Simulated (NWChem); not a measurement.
C3H4F2; SMILES FC(C=C)F

```xyz
9

C      0.0015     1.9025     0.2245
C      0.6599     0.8181    -0.1770
C      0.0085    -0.5140    -0.3955
F      0.7038    -1.4816     0.2866
F     -1.2790    -0.5173     0.0615
H     -1.0641     1.8725     0.4293
H      0.5084     2.8525     0.3652
H      1.7269     0.8403    -0.3888
H     -0.0137    -0.8155    -1.4506
```
Atoms are numbered in this order, from 1.

Program: NWChem. The geometry was optimised at B3LYP/6-31G* (spherical d). B3LYP is NWChem's, with the RPA form of VWN correlation. Total energies of different functionals are on different scales.

```json
[
 {"level": "PBE/def2-SVP", "energy (Ha)": "-315.7967", "highest occupied level (eV)": "-7.05", "orbital gap (eV)": "5.70", "dipole (D)": "1.87"},
 {"level": "B3LYP/def2-SVP", "energy (Ha)": "-316.1423", "highest occupied level (eV)": "-8.01", "orbital gap (eV)": "7.48", "dipole (D)": "2.05"},
 {"level": "PBE0/def2-SVP", "energy (Ha)": "-315.8111", "highest occupied level (eV)": "-8.30", "orbital gap (eV)": "7.96", "dipole (D)": "2.09"},
 {"level": "PW6B95/def2-SVP", "energy (Ha)": "-316.4952", "highest occupied level (eV)": "-8.39", "orbital gap (eV)": "8.14", "dipole (D)": "2.12"},
 {"level": "CAM-B3LYP/def2-SVP", "energy (Ha)": "-316.0277", "highest occupied level (eV)": "-9.63", "orbital gap (eV)": "10.56", "dipole (D)": "2.10"},
 {"level": "BLYP/def2-SVP", "energy (Ha)": "-316.0639", "highest occupied level (eV)": "(withheld)", "orbital gap (eV)": "5.67", "dipole (D)": "1.85"}
]
```

**Question.** What belongs in the gaps?

**Answer.** 
- BLYP/def2-SVP, highest occupied level (eV): -6.84
